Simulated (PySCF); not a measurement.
BaF2, SMILES [F][Ba][F]. Heavy atoms are numbered as in [Ba:1]([F:2])[F:3].

Coordinates come from a PBE0-D3(BJ)/def2-TZVP optimisation. The isomer is the one that the SMILES or the coordinates give; other isomers of the formula were not compared. The def2 effective core potentials stand for the cores of Ba; spin–orbit coupling is left out.

These are PySCF with CAM-B3LYP/def2-TZVPD values and carry that method's errors.

Mulliken values depend strongly on the basis, most of all with diffuse functions as here. ESP charges are fitted to the potential on shells at 1.4 to 2.0 van der Waals radii. Atomic charges (e), one atom of each kind:

```json
[
 {"atom": "Ba1", "Mulliken": "1.66", "ESP fit": "…"},
 {"atom": "F2", "Mulliken": "-0.83", "ESP fit": "…"}
]
```

What belongs in the gaps? (The exact figures need the calculation; the answer reports its results.)


- Ba1, ESP fit: 1.33
- F2, ESP fit: -0.66
